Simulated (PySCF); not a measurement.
Species: C3H4B (charge +1).
Bonds: B1–C2, C2–C3 (double), C3–C4, C2–C4. Hydrogens: H5, H6 on B1; H7 on C3; H8 on C4.

The calculation used MP2 and CCSD/aug-cc-pVDZ in PySCF, restricted Hartree–Fock reference, frozen core, non-relativistic, gas phase, PBE0-D3(BJ)/def2-SVP geometry.

E(HF) = -140.28807 Eh.

Problem. How large is the problem?

Solution. 128 basis functions and 26 electrons; 4 orbitals frozen, which leaves o = 9 correlated occupied and v = 115 virtual orbitals. That is o·v = 1035 singles and o·v(o·v + 1)/2 = 536130 distinct closed-shell doubles amplitudes before symmetry; the costliest CCSD step grows as o²v⁴ = 1.4 × 10^10.

Problem. What are the MP2 and CCSD correlation energies?

Solution. MP2 -0.4314 Eh and CCSD -0.4699 Eh, which gives totals of -140.71947 and -140.75795 Eh. That is 0.710 eV for each correlated electron at CCSD (1234 kJ/mol in all, 0.334 % of the total energy); MP2 gives 91.8 % of the CCSD value.

Problem. What is the T1 diagnostic?

Solution. 0.0111, below the customary warning level of 0.02. It is the norm of the spatial-orbital singles amplitudes over the root of the number of correlated electrons, so the norm is 0.047.

Connected triples and the basis-set limit are missing.

The job also held the EOM ionisation roots. Hardware: x86-64 server, one thread, no GPU, on a shared host. Cost: 31 s wall.

One conformer stands for the species.
